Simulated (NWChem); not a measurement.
**Extrapolating the UMP2 correlation energy of OP**

```xyz
2

P      0.0000     0.0000     0.5214
O      0.0000     0.0000    -0.9777
```
Charge 0, spin multiplicity 2.

All runs are NWChem calculations. Structure: optimised with UB3LYP/def2-SVP, a minimum by its harmonic frequencies.

The correlated methods keep 6 core orbitals frozen. The structure started from a generated list of species. The unpaired electrons of the parent sit in orbitals of symmetry b2 (C2v labels of the run); other states weren't searched. The stability of the SCF solutions was not checked. Open-shell Hartree-Fock references start from PBE0 orbitals; any time given for them includes that run.

Worked example. The UMP2 correlation energy is -358.56 mHa in cc-pVTZ and -385.68 mHa in cc-pVQZ. The form E(X) = E∞ + A/X³ turns the pair into an estimate of the basis-set limit.

E∞ = (4³·(-385.68) − 3³·(-358.56))/(4³ − 3³) = -405.5 mHa. The larger basis holds 95 % of that, at about 3 times the processor time of the smaller one. This is a two-point estimate.
